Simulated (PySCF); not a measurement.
S4, SMILES S1SSS1.

Geometry: B3LYP-D3(BJ)/def2-SVP.

Level of theory: PBE/def2-TZVPD (PySCF).

Computed frontier levels, gap, dipole moment and polarisability:
```
Quantity                                                                                                        Value
---------------------------------------------------------------------------------------------  ----------------------
highest occupied level                                                                                       -5.25 eV
lowest empty level                                                                                           -4.09 eV
orbital gap                                                                                                   1.16 eV
dipole moment                                                                                                  0.00 D
quadrupole, principal values (traceless, Buckingham form, about the centre of nuclear charge)   -5.93, 2.97, 2.97 D·Å
mean static polarisability                                                                      82.7 bohr³ (12.25 Å³)
polarisability, principal values                                                               64.3, 91.8, 91.8 bohr³
```
